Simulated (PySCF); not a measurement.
MoH₄ + Cl₂ → MoH₂ + 2 HCl

Level: PBE0 in the def2-TZVP basis family, computed in PySCF with density fitting; scalar-relativistic core potentials for atoms from Rb on, none lighter, no spin–orbit coupling; open shells unrestricted.

```json
{"species": "MoH₄", "state and structure": "triplet, Td, Mo–H 1.686 Å (×4)", "E (Eh)": "-70.47291", "ZPE (kJ/mol)": "64.7", "H(298 K) − H(0) (kJ/mol)": "12.0", "S° (J/(mol K))": "238.1"}
{"species": "Cl₂", "state and structure": "singlet, D∞h, Cl–Cl 1.982 Å", "E (Eh)": "-920.08940", "ZPE (kJ/mol)": "3.5", "H(298 K) − H(0) (kJ/mol)": "9.1", "S° (J/(mol K))": "222.5"}
{"species": "MoH₂", "state and structure": "quintet, C2v, Mo–H 1.706 Å (×2); H–Mo–H 108.1°", "E (Eh)": "-69.28343", "ZPE (kJ/mol)": "25.3", "H(298 K) − H(0) (kJ/mol)": "10.4", "S° (J/(mol K))": "240.3"}
{"species": "HCl", "state and structure": "singlet, C∞v, H–Cl 1.279 Å", "E (Eh)": "-460.66440", "ZPE (kJ/mol)": "17.9", "H(298 K) − H(0) (kJ/mol)": "8.7", "S° (J/(mol K))": "186.6"}
```

(1) What is the electronic reaction energy?

(2) Add zero-point, thermal and entropy terms for 298.15 K and 1 bar.

## Answers

(1) At PBE0/def2-TZVP, ΔE = -131.1 kJ/mol from the differences of the total energies times 2625.5, downhill. 

(2) ΔZPE = -7.1 and Δ[H(298) − H(0)] = 6.7 kJ/mol give ΔH° = -131.5 kJ/mol. ΔS° = 152.9 J/(mol K), so ΔG° = -131.5 − 298.15 × (0.1529) = -177 kJ/mol.

Open d or f shells are single determinants, so the state found may not be the ground state. Only the bonding shown was studied: isomers, or loss of a ligand pair, can lie lower.
